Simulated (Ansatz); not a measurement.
The cluster P7S2⁺. The state is a singlet with charge 1. Geometry PBE-D4/def2-SVP; atoms count from 1.

```xyz
9

P    -0.399   -2.407    0.970
P    -1.678   -0.471    0.317
P     1.153   -1.958   -0.608
P    -0.191    0.567    1.640
P     0.717    2.174    0.342
P     0.539    1.385   -1.763
P    -0.407   -0.648   -1.533
S    -1.080    2.465   -0.829
S     1.346   -1.107    1.466
```

The structure comes from a short search, and lower isomers may exist.

Q: Estimate the Mulliken populations from the PBE0/def2-TZVP orbitals of Ansatz.

A: 
```
atom  charge (e)
  P1        0.20
  P2        0.06
  P3        0.16
  P4        0.15
  P5        0.15
  P6        0.16
  P7        0.08
  S8       -0.05
  S9        0.08
```
Mulliken values and Mayer orders depend strongly on the basis.

Q: And the Mayer bond orders between bonded heavy atoms (over 0.3)?

A: P1–P2 0.89 (2.41 Å); P1–P3 1.00 (2.26 Å); P1–S9 0.94 (2.23 Å); P2–P4 0.99 (2.24 Å); P2–P7 0.97 (2.25 Å); P3–P7 1.04 (2.24 Å); P3–S9 0.88 (2.25 Å); P4–P5 1.00 (2.26 Å); P4–S9 0.85 (2.28 Å); P5–P6 0.96 (2.26 Å); P5–S8 1.07 (2.16 Å); P6–P7 0.98 (2.25 Å); P6–S8 1.07 (2.16 Å).
